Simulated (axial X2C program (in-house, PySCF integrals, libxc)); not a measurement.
## Bond lengths and stretching modes, held linear, of HTeF

Calculated with an axial X2C code built on PySCF integrals: two-component X2C with atomic mean-field Coulomb and Gaunt terms, Gaussian nuclei, basis H dyall-v3z, Te dyall-v3z, F dyall-av3z with contracted cores. Spin-free rows use the one-electron spin-free X2C Hamiltonian.

Masses H 1.008, Te 129.906, F 18.998 u. States: 2c Ω = 1 (beyond evenly filled blocks: ω = -1/2, ω = 3/2); spin-free M_S = 1, Λ = 0 (beyond evenly filled blocks: π+α, π-α).

HF, spin-free: energies above the lowest point

```tsv
r(H–Te) (Å)	r(Te–F) (Å)	E (meV)
1.7462	2.0455	13.71
1.7462	2.0980	1.80
1.7462	2.1504	19.25
1.7910	2.0455	5.48
1.7910	2.0980	0.00
1.7910	2.1504	23.39
1.7910	2.2029	69.39
1.8358	2.0455	19.32
1.8358	2.0980	20.12
1.8358	2.1504	49.31
1.8805	2.0980	57.99
1.8805	2.2029	149.33
```

Task: Fit a quadratic surface with cubic terms in each bond: where is the minimum, and what are the two stretching wavenumbers?

Result: At HF, spin-free: bonds 1.775 and 2.084 Å; harmonic stretches 415.2 and 1768.0 cm⁻¹; force constants 1.84, 1.77 and coupling 0.39 mdyn/Å.

The other levels and Hamiltonians give:

| Hamiltonian | level | r(H–Te) (Å) | r(Te–F) (Å) | lower stretch (cm⁻¹) | upper stretch (cm⁻¹) |
| --- | --- | --- | --- | --- | --- |
| 2c | PBE0 | 1.790 | 2.096 | 425.7 | 1699.5 |
| 2c | HF | 1.777 | 2.085 | 415.5 | 1749.7 |
| 2c | BHandHLYP | 1.778 | 2.085 | 432.3 | 1732.9 |
| 2c | MP2 | 1.771 | 2.088 | 453.2 | 1784.0 |
| spin-free | PBE0 | 1.787 | 2.096 | 427.0 | 1716.9 |
| spin-free | BHandHLYP | 1.775 | 2.086 | 432.7 | 1755.3 |
| spin-free | MP2 | 1.770 | 2.088 | 452.8 | 1790.6 |

Each state is one determinant, the lowest of a limited PBE0 search; the stretches come from a fit to these few points and carry an uncertainty of a few per cent. Other orders of the atoms were not compared. MP2 freezes inner shells (threshold -2 hartree). The molecule was held linear; bending was not examined, so a bent shape may lie lower. Open-shell Ω = 0 determinants with evenly filled partner blocks cannot be reached by this program, so the Ω shown need not be the lowest component. Note: several unpaired electrons, one determinant need not be a pure state.
